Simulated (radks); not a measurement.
Values are calculated unless marked as measured or tabulated.
Question: Excited configurations of Ru+: one electron is placed in a higher orbital outside [Kr] 4d6. The ground configuration is [Kr] 4d7. Code: a radial shooting solver on a logarithmic mesh with Libxc functionals. Model: scalar-relativistic Kohn-Sham, BLYP, spin-polarised, spherical densities, point nucleus; open shells are filled with parallel spins first (spin-orbit coupling, left out, can overturn this in heavy ions). Excitation = E - E(ground); binding = E(ion) - E, where the ion is the core of charge +2; n* = 2/sqrt(2 binding) in atomic units, and the quantum defect is n - n*.

outer orbital  excitation (eV)  binding (eV)     n*  quantum defect  eigenvalue (eV)  <r> (bohr)
4f                      13.244         3.518  3.933           0.067           -2.441       8.426
6d                      13.305         3.458  3.967           2.033           -2.616       10.88
7d                      14.425         2.338  4.825           2.175           -1.820       17.04

Estimate the row for 7s.

Answer: excitation (eV) 12.978; binding (eV) 3.785; n* 3.792; quantum defect 3.208; eigenvalue (eV) -2.988; <r> (bohr) 11.24. The Delta-SCF ionisation energy is 16.763 eV (NIST Atomic Spectra Database: 16.8 eV, semi-empirical). Self-interaction in the functional shifts the binding energies and quantum defects, so they are the method's values and not measured ones. Open shells are spherical and high-spin; term and fine-structure splittings are not resolved.
